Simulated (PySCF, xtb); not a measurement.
(E)-2-chloro-1-fluoroprop-1-ene (C3H4ClF), SMILES C/C(Cl)=C\F.

GFN2-xTB (xtb) at its own geometry gives an orbital gap of 4.66 eV and a dipole moment of 0.85 D.

Coordinates come from a PBE0-D3(BJ)/def2-SVP optimisation.

### Question
What does PBE/def2-TZVP (PySCF) give? (The exact figures need the calculation; the answer reports its results.)

### Answer
gap 4.95 eV (levels -5.86 and -0.91 eV), dipole 0.54 D.
